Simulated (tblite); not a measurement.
Species: C7H14O2P (charge -1).
Geometry (GFN2-xTB, Å), atoms numbered from 1 in this order:
```
atom  x, y, z in Å
C1    -3.5915    0.6847   -0.2000
C2    -2.1478    0.6501    0.2919
C3    -1.4481   -0.6504   -0.0488
P4     0.1755   -0.8631    0.8673
O5    -0.0069   -0.4349    2.2839
O6     0.7092   -2.2261    0.5887
C7     1.2254    0.4081   -0.0234
C8     2.6554    0.2826    0.5053
C9     3.0425   -0.4378   -0.7909
C10    1.6894   -0.0590   -1.4033
H11   -4.1666   -0.1216    0.2528
H12   -4.0691    1.6315    0.0539
H13   -3.6300    0.5611   -1.2823
H14   -2.1197    0.7698    1.3764
H15   -1.5980    1.4868   -0.1467
H16   -2.0509   -1.5019    0.2858
H17   -1.2993   -0.7538   -1.1260
H18    0.7825    1.4039    0.0324
H19    3.1746    1.2325    0.6565
H20    2.7251   -0.3180    1.4130
H21    3.9286   -0.0574   -1.3063
H22    3.1376   -1.5113   -0.6473
H23    1.1205   -0.8942   -1.8094
H24    1.7498    0.7385   -2.1493
```

Computed values, GFN2-xTB/tblite, gas phase, harmonic and unscaled. This tight-binding method is rough: wavenumbers can miss measured ones by several per cent, in bad cases by 10 to 20. One conformer, not necessarily the lowest.

Harmonic wavenumbers (cm⁻¹): 41.8, 57.2, 67.0, 82.4, 123.7, 153.6, 190.3, 226.4, 249.2, 301.5, 303.6, 364.5, 444.5, 483.6, 625.6, 713.5, 724.4, 741.0, 813.2, 828.9, 832.9, 946.8, 983.8, 992.8, 998.6, 1015.3, 1038.9, 1067.4, 1078.2, 1090.3, 1105.1, 1125.7, 1181.7, 1188.0, 1210.9, 1214.8, 1226.6, 1229.4, 1238.7, 1244.6, 1262.6, 1265.4, 1271.9, 1339.1, 1404.5, 1456.0, 1464.8, 1466.4, 1484.9, 1495.3, 1511.3, 1515.9, 2916.3, 2918.4, 2928.9, 2933.6, 2947.7, 2950.0, 2959.2, 2977.3, 2984.3, 2989.8, 2993.1, 3003.2, 3017.1, 3024.2.

A = 1929, B = 726.6, C = 648.0 MHz; mass 161.073 u (most abundant isotopes); point group C1, symmetry number 1.

**Question.** What is the zero-point energy?

**Answer.** Half the sum of the wavenumbers: 44014 cm⁻¹ = 526.52 kJ/mol.

**Question.** Entropy at 273.15 K, 1 bar (ideal gas, RRHO, classical rotation)?

**Answer.** Translation 170.41, rotation 125.47, vibration 146.18: S = 442.1 J/(mol K).

**Question.** And Cp and H(273.15 K) − H(0)?

**Answer.** Cp = 172.33 J/(mol K), of which vibrations give 139.07 (their classical limit is 66 R = 548.8); H(273.15 K) − H(0) = 29.28 kJ/mol without the zero-point energy, 20.19 from vibrations.

**Question.** How do the functions run with temperature in this model?

**Answer.** 
```
T (K)  S (J/(mol K))  Cp (J/(mol K))  H − H(0) (kJ/mol)  G − H(0) (kJ/mol)  ln q(vib)
  100          315.6            94.3               6.41             -25.15       2.69
  200          394.3           137.0              18.00             -60.86       6.26
  300          458.9           186.5              34.09            -103.57       9.56
  500          578.6           287.3              81.84            -207.47      15.90
  800          737.6           387.7             184.46            -405.58      25.09
 1000          829.0           431.1             266.57            -562.41      30.87
```

q(vib) and H(0) count from the zero-point level.

**Question.** What must be added to the electronic energy to get the Gibbs energy at 273.15 K and 1 bar?

**Answer.** ZPE + [H(273.15 K) − H(0)] − T·S = 526.52 + 29.28 − 120.75 = 435.05 kJ/mol.

**Question.** Blend soft modes into free rotors: weight 1/[1 + (100 cm⁻¹/ν̃)⁴] for the oscillator and the rest for a rotor with moment μB/(μ + B), μ = h/(8π²ν), B = 10⁻⁴⁴ kg m². What vibrational entropy results?

**Answer.** 131.18 J/(mol K) in place of 146.18, which changes −T·S at 273.15 K by +4.10 kJ/mol.

**Question.** Which modes carry the vibrational entropy at 273.15 K?

**Answer.** 41.8 cm⁻¹: 20.91; 57.2 cm⁻¹: 18.32; 67.0 cm⁻¹: 17.02; 82.4 cm⁻¹: 15.32; 123.7 cm⁻¹: 12.02; 153.6 cm⁻¹: 10.30 J/(mol K); the other 60 give 52.29 together.

Hindered rotation and anharmonicity are outside this model. Other conformers, if any are populated, would add a mixing term that is left out. The structure is chiral; the term R ln 2 for an equal mix with its mirror image is left out.
